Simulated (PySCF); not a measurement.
A homologous series of growing length: silicon-germanium chain methyl/methyl. All species are isolated molecules in the gas phase. One relaxed conformer stands for each flexible species; it need not be the lowest. Strings in code marks are SMILES.

Level of theory: M06-2X/def2-TZVP // B3LYP-D3(BJ)/def2-SVP run with PySCF. All candidates: neutral, multiplicity 1. Delta-SCF ions had no search for a lower state. Excitations are Tamm–Dancoff values on a coarser integration grid. The basis has no diffuse functions, so Rydberg states are missing or too high.

| Property | Value |
|---|---|
| HOMO | -8.10 eV |
| S1 excitation (TDA) | 6.25 eV |
| vertical ionisation energy (Delta-SCF) | 8.82 eV |

**Question.** Identify which member has these values.
(A) `C[SiH2][GeH2][SiH2][GeH2][CH3]`
(B) `C[SiH2][GeH2][SiH2][GeH2][SiH2][GeH2][CH3]`
(C) `C[SiH2][GeH2][CH3]` (C–Si–Ge–C torsion 179°)

**Answer.** A, `C[SiH2][GeH2][SiH2][GeH2][CH3]`. The others give `C[SiH2][GeH2][CH3]` (C–Si–Ge–C torsion 179°): -8.62 eV, 6.70 eV, 9.62 eV; `C[SiH2][GeH2][SiH2][GeH2][SiH2][GeH2][CH3]`: -7.81 eV, 5.63 eV, 8.40 eV
